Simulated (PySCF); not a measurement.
Species: 1-chloro-4-ethynylbenzene, C₈H₅Cl.
Structure used (PBE0-D3(BJ)/def2-SVP), in Å, numbered top down from 1:
```
atom  x, y, z in Å
C1     3.0838    0.5113    0.4132
C2     1.9001    0.2933    0.2607
C3     0.5069    0.0357    0.0819
C4    -0.3179    0.9848   -0.5458
C5    -1.6736    0.7397   -0.7225
C6    -2.2176   -0.4628   -0.2705
Cl7   -3.9057   -0.7678   -0.4904
C8    -1.4180   -1.4195    0.3553
C9    -0.0630   -1.1687    0.5291
H10    4.1317    0.7051    0.5487
H11    0.1165    1.9228   -0.8964
H12   -2.3160    1.4750   -1.2095
H13   -1.8627   -2.3537    0.7017
H14    0.5705   -1.9113    1.0176
```

All values: CAM-B3LYP/def2-SVPD (PySCF, non-relativistic), on one gas-phase PBE0-D3(BJ)/def2-SVP geometry that isn't relaxed in the solvent. The solvent is an IEF-PCM continuum (van der Waals radii × 1.2). Only the electrostatic response of the medium enters.

Gas phase at CAM-B3LYP/def2-SVPD: HOMO -8.07 eV, LUMO -0.35 eV, dipole 1.11 D.

Q: What does the continuum do to the energy, the frontier levels and the dipole at CAM-B3LYP/def2-SVPD in benzene and tetrahydrofuran?

A: 
```
        solvent      ε  E(solvent) − E(gas) (kJ/mol)  polarisation term (kJ/mol)  distortion of the solute (kJ/mol)  HOMO (eV)  LUMO (eV)  dipole (D)
        benzene  2.271                         -7.83                       -8.24                               0.41      -8.05      -0.31        1.23
tetrahydrofuran  7.426                        -14.40                      -15.82                               1.42      -8.06      -0.31        1.31
```

The polarisation term is half the interaction of the solute with the surface charges that it induces; the rest is the cost of distorting the solute's density. The sum is the electrostatic part of solvation alone. From benzene to tetrahydrofuran the lowering changes by a factor 1.84, Onsager's factor (ε − 1)/(2ε + 1) by 1.77 and ε itself by 3.3.

Q: Which radius a makes the point-dipole formula ΔE = −[(ε − 1)/(2ε + 1)]·μ²/a³ give the value in tetrahydrofuran, with the gas-phase dipole?

A: μ = 0.438 au and |ΔE| = 0.00548 Eh give a = 1.28 Å; the farthest nucleus lies 4.49 Å from the centroid of the nuclei, so such a sphere wouldn't even hold the nuclei. The formula assumes a rigid point dipole at the centre of a sphere.

Q: Give the dipole vector in the frame of the coordinates (D, pointing from negative to positive charge), gas and tetrahydrofuran.

A: Gas (1.09, 0.20, 0.14), solvent (1.28, 0.23, 0.17). Its length changes by +18 % and its direction by less than 1°.

Q: How does the static polarisability (CAM-B3LYP/def2-SVPD, frozen core, with the continuum's full static response) change?

A: 
```tsv
medium	isotropic (au)	principal values (au)	⟨r²⟩ of the electrons (bohr²)
gas	110.4	60.4, 96.0, 174.8	1671.7
benzene	128.1	68.4, 112.5, 203.2	1671.3
tetrahydrofuran	145.0	78.5, 129.8, 226.7	1670.9
```

The isotropic value in tetrahydrofuran is 1.31 times the gas-phase one; no cavity-field correction is applied. ⟨r²⟩ is taken about the centre of nuclear charge.
